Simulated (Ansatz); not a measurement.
Consider the formal exchange of groups at the Si–C bond: `C[SiH2]C(F)BF` + `C=CSC` → `C=CS[SiH2]C` + `CC(F)BF`.

Computed with Ansatz on PBE0-D4/def2-TZVP structures; ΔE is electronic, products minus reactants. CCSD(T)/CBS adds triple-zeta CCSD(T) − MP2 to the extrapolated MP2 energy (def2 sets, frozen cores). DFT in def2-TZVPP. B3LYP here is the variant with VWN-RPA as its local correlation; programs differ in this. One conformer a species, not always the lowest.

```
             level  ΔE (kJ/mol)  difference from CCSD(T)/CBS
            PBE-D4        -71.7                          9.0
         r2SCAN-D4        -75.7                          5.0
           PBE0-D4        -77.4                          3.3
          B3LYP-D4        -74.7                          6.0
           ωB97X-V        -77.3                          3.4
           ωB97M-V        -76.1                          4.6
            B2PLYP        -78.2                          2.5
               PBE        -71.8                          8.9
            r2SCAN        -75.8                          4.9
              PBE0        -77.6                          3.1
             B3LYP        -74.8                          5.9
     HF/def2-TZVPP        -88.0                         -7.3
    MP2/def2-TZVPP        -83.4                         -2.7
SCS-MP2/def2-TZVPP        -82.3                         -1.6
   CCSD/def2-TZVPP        -81.4                         -0.7
CCSD(T)/def2-TZVPP        -80.2                          0.5
     HF/def2-QZVPP        -87.7                         -7.0
    MP2/def2-QZVPP        -83.6                         -2.9
SCS-MP2/def2-QZVPP        -82.6                         -1.9
      HF/CBS(def2)        -87.7                         -7.0
     MP2/CBS(def2)        -83.9                         -3.2
    CCSD/CBS(def2)        -81.9                         -1.2
       CCSD(T)/CBS        -80.7                            0
```

Largest T1 diagnostic among the species: 0.012.

From PBE to PBE0 (25 % exact exchange), in def2-TZVPP and without D4, ΔE moves by −5.8 kJ/mol. In def2-TZVPP, CCSD(T) changes the Hartree–Fock value by +7.8 kJ/mol (the triples alone add +1.2 kJ/mol) and MP2 by +4.6 kJ/mol.
